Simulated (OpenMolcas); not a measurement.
**Ionisation energies of praseodymium**

| Item | Value |
| --- | --- |
| Program | OpenMolcas |
| Basis | ANO-RCC-VDZP [7s6p4d2f1g] |
| Scalar Hamiltonian | DKH2, point nucleus |
| Spin-orbit coupling | RASSI with atomic mean-field integrals over the reference wave functions, term energies averaged over their components |

Active shells in each charge state: the valence f shell, with orbitals averaged over the low states. Where CASPT2's correlated closed shells are named, they are those of the first ion.

A. CASSCF
B. SS-CASPT2, IPEA 0.25 Eh, imaginary shift 0.1 Eh (closed shells correlated: 5s 5p)
C. SS-CASPT2, IPEA 0.25 Eh, imaginary shift 0.1 Eh (closed shells correlated: 4d 5s 5p)
D. SS-CASPT2, IPEA 0 Eh, imaginary shift 0.1 Eh (closed shells correlated: 5s 5p)

Energies in eV between the lowest computed levels, named as in B; reference values from the NIST Atomic Spectra Database with their kind.

```json
{"From": "Pr2+ 4f3 4I* 9/2", "To": "Pr3+ 4f2 3H4", "A": "19.678", "B": "21.234", "C": "21.228", "D": "21.361", "Spin-orbit share in B": "+0.011", "Reference": "21.624 (measured)"}
{"From": "Pr3+ 4f2 3H4", "To": "Pr4+ 4f 2F* 5/2", "A": "37.733", "B": "38.708", "C": "38.507", "D": "38.786", "Spin-orbit share in B": "+0.113", "Reference": "38.981 (semi-empirical)"}
{"From": "Pr4+ 4f 2F* 5/2", "To": "Pr5+ 5p6 1S0", "A": "57.675", "B": "58.353", "C": "57.921", "D": "58.365", "Spin-orbit share in B": "+0.223", "Reference": "57.530 (semi-empirical)"}
```

Error against the reference values, in %:

| From | Reference | A | B | C | D |
| --- | --- | --- | --- | --- | --- |
| Pr2+ | measured | -9.0 | -1.8 | -1.8 | -1.2 |
| Pr3+ | semi-empirical | -3.2 | -0.7 | -1.2 | -0.5 |
| Pr4+ | semi-empirical | +0.3 | +1.4 | +0.7 | +1.5 |

Absolute error against the one measured value: A 1.95 eV, B 0.39 eV, C 0.40 eV, D 0.26 eV. D lies closest.

The lowest level within the active space need not be the ion's true ground level.

* marks odd parity.
